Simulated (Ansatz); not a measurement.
H3As, charge -1, doublet, at the geometry of the source list (a state made from the parent by changing its charge; the spin is typed, not shown lowest) (a gas-phase anion, which may not be bound at this level). Base run: Ansatz (a program for electronic structure) with PBE/def2-SVP.

Ansatz was given this input:
Ansatz 0.2 input:
```yaml
crystal:
  periodic: [false, false, false]
  atoms:
    - {symbol: As, position_ang: [0.00400000, -0.00260000, 0.65880000]}
    - {symbol: H, position_ang: [-0.72090000, -0.97200000, -0.22550000]}
    - {symbol: H, position_ang: [-0.48990000, 1.11570000, -0.20830000]}
    - {symbol: H, position_ang: [1.20680000, -0.14110000, -0.22500000]}
basis:
  gaussian:
    orbitals: def2-SVP
hamiltonian:
  xc: pbe
total_charge: -1
magnetization: {spin_polarized: true, initial_magnetization: 1}
```

Each row names what was changed in the base input (with any setting that the change needs).

| change | E (Eh) | <S^2> |
|---|---|---|
| base | -2236.92434 | 0.752 |
| functional = B97M-V | -2236.86020 | 0.753 |
| functional = blyp; dispersion = d3bj | -2237.30413 | 0.751 |
| functional = cam_b3lyp | -2237.38581 | 0.754 |
| functional = r2scan | -2237.26577 | 0.754 |
| functional = b3lyp; dispersion = d3bjatm | -2237.31910 | 0.752 |
| functional = wB97X-V | -2237.05616 | 0.754 |
| functional = revpbe | -2237.09285 | 0.752 |
| functional = BHLYP | -2237.24460 | 0.755 |
| functional = hf | -2235.51239 | 0.763 |
| functional = pbe; dispersion = d3bj | -2236.92578 | 0.752 |
| functional = b3lyp | -2237.31650 | 0.752 |
| functional = b3lyp; dispersion = d4 | -2237.32012 | 0.752 |

Absolute energies of different levels of theory aren't comparable as measures of quality.

A gas-phase anion may not be bound at this level; its values then depend on the basis.
